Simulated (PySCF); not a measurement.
## Working out the electron affinity of Rb

Rb- [Kr] 5s2 (1S) → Rb [Kr] 5s1 (2S). Computed with PySCF 2.14 in x2c-TZVPPall with one added diffuse shell each of s, p, d, f type (9s7p7d3f1g, 95 functions), with scalar relativity by spin-free X2C-1e. Frozen: [Ar] 3d10. Energies in hartree (1 hartree = 27.21139 eV):

```csv
part,Rb- (lower),Rb (upper)
UHF,-2979.114046,-2979.117214
CCSD correlation,-0.207861,-0.188598
(T),-0.006603,-0.005229
```

Problem. What does Hartree-Fock give?

Solution. (-2979.117214) − (-2979.114046) = -0.003168 hartree = -0.086 eV.

Problem. What do CCSD and CCSD(T) give?

Solution. The CCSD correlation energies differ by 0.019263 hartree = 0.524 eV and the triples by 0.001374 hartree = 0.037 eV, so CCSD gives 0.438 eV and CCSD(T) 0.475 eV.

A first-order spin-orbit estimate adds 0.000 eV to CCSD(T) (valence and next inner shell), giving 0.475 eV against 0.486 eV (measured; photodetachment measurements, as compiled on the Wikipedia data page of electron affinities).

The coupled-cluster amplitudes are large, so a single reference is strained.

What remains against the reference includes basis incompleteness, the frozen core and higher excitations.
